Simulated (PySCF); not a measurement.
An equivalent PySCF input for Xe⁺ (xenon, charge +1), [Kr] 4d10 5s2 5p5, 2P determinant, with scalar relativity through the core potential:

```python
from pyscf import gto, scf, dft, mp, cc
import basis_set_exchange as bse
txt = bse.get_basis("def2-TZVPPD", elements=["Xe"], fmt="nwchem", header=False)
cut = txt.index("\nECP")
mol = gto.M(atom="Xe 0 0 0", charge=1, spin=1, symmetry="D2h",
            basis=gto.basis.parse(txt[:cut]),
            ecp={"Xe": gto.basis.parse_ecp(txt[cut:])})
mf = scf.UHF(mol)
mf.irrep_nelec = {'Ag': (4, 4), 'B1g': (1, 1), 'B2g': (1, 1), 'B3g': (1, 1), 'B1u': (2, 2), 'B2u': (2, 2), 'B3u': (2, 1)}
mf.kernel()
```

It reaches the same state as the run whose output follows, and the same energy. The run itself started from symmetry-adapted Hartree-Fock orbitals and held the occupation by maximum overlap, so the iterations belong to that start.

```
SCF conv_tol = 1e-09
number electrons alpha = 13  beta = 12
cycle= 1 E= -327.876453748318  delta_E= -0.00552  |g|= 0.0282  |ddm|= 0.0891
cycle= 2 E= -327.877089314039  delta_E= -0.000636  |g|= 0.0106  |ddm|= 0.0306
cycle= 3 E= -327.877198575964  delta_E= -0.000109  |g|= 0.000788  |ddm|= 0.0185
cycle= 4 E= -327.877199190809  delta_E= -6.15e-07  |g|= 0.000165  |ddm|= 0.00158
cycle= 5 E= -327.877199207365  delta_E= -1.66e-08  |g|= 4.42e-05  |ddm|= 0.000307
cycle= 6 E= -327.877199209484  delta_E= -2.12e-09  |g|= 1.01e-05  |ddm|= 0.000146
cycle= 7 E= -327.877199209612  delta_E= -1.29e-10  |g|= 1.07e-06  |ddm|= 4.46e-05
converged SCF energy = -327.877199209612  <S^2> = 0.75902969  2S+1 = 2.0090094
```

Energies and moments cover only the electrons outside the core potential.
